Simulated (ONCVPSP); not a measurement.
An all-electron radial function and its pseudo partner (indium)

Columns: radius, all-electron u(r) and pseudo u(r) of the 5p shell (level -2.70 eV) of indium in the configuration [Kr] 4d10 5s2 5p1; LDA (Perdew-Wang 92), scalar-relativistic, ONCV scheme, ONCVPSP 4.0.1.

```
r (bohr)  all-electron  pseudo
   0.143        0.0227  0.0029
   0.285        0.1308  0.0114
   0.428       -0.0278  0.0259
   0.570       -0.1768  0.0462
   0.713       -0.2247  0.0726
   0.855       -0.1875  0.1044
   0.998       -0.1022  0.1417
   1.140        0.0005  0.1829
   1.283        0.1046  0.2276
   1.425        0.1997  0.2738
   1.568        0.2833  0.3208
   1.710        0.3532  0.3664
   1.853        0.4108  0.4098
   1.995        0.4564  0.4490
   2.138        0.4919  0.4834
   2.280        0.5182  0.5115
   2.423        0.5368  0.5329
   2.565        0.5487  0.5471
   2.708        0.5550  0.5547
   2.850        0.5566  0.5565
   2.992        0.5542  0.5542
   3.135        0.5486  0.5485
   3.278        0.5402  0.5402
   3.420        0.5297  0.5297
   3.563        0.5174  0.5174
   3.705        0.5038  0.5038
```

(1) How many radial nodes do the two functions have?

(2) At about which radius was the pseudo-wave matched?

(3) Is the pseudo-wave norm-conserving?

## Answers

(1) The all-electron 5p function has n − l − 1 = 3 (the table is too coarse to show those close to the nucleus); the pseudo-wave has 0, since the states of the same l below it are removed with the core.

(2) 2.85 bohr, where the columns begin to agree (steps of 0.14 bohr).

(3) Yes: the ONCV scheme keeps the norm inside the radius equal to the all-electron one, which fixes the energy derivative of the logarithmic derivative at the level.
